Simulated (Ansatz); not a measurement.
C$_{3}$H$_{6}$BCl, SMILES `ClC1BCC1`, relaxed with RKS PBE-D4/def2-SVP in Ansatz 0.2.0 from a rough embedded geometry. The force threshold is 0.03 eV/Å; the program also tests the step.

The species carries charge 0 and has multiplicity 1.

Start:

```xyz
11

Cl    1.735    1.692   -0.108
C     0.328    0.792   -0.609
B     0.680   -0.772   -0.827
C    -0.337   -0.958    0.527
C    -0.588    0.513    0.558
H    -0.179    1.231   -1.482
H     1.319   -1.448   -1.475
H     0.197   -1.361    1.385
H    -1.255   -1.478    0.185
H    -1.659    0.815    0.334
H    -0.240    0.975    1.514
```

(1) By how much does the energy fall, and how many steps does the optimiser take? (An estimate is asked.)

(2) Which bonds change most? (Best estimate.)

(3) Give the relaxed structure. (An estimate is asked.)

Results:

(1) The calculation gave: 18.23 kcal/mol, in 15 steps.

(2) The calculation gave: Cl1–C2 from 1.744 to 1.877 Å; B3–C4 from 1.703 to 1.606 Å; B3–H7 from 1.133 to 1.212 Å.

(3) The calculation gave: 
```xyz
11

Cl    1.952    0.987   -0.088
C     0.179    0.869   -0.692
B     0.607   -0.656   -0.787
C    -0.206   -0.953    0.566
C    -0.704    0.532    0.514
H     0.005    1.702   -1.395
H     1.170   -1.302   -1.643
H     0.362   -1.248    1.469
H    -1.021   -1.696    0.433
H    -1.768    0.603    0.203
H    -0.575    1.162    1.420
```
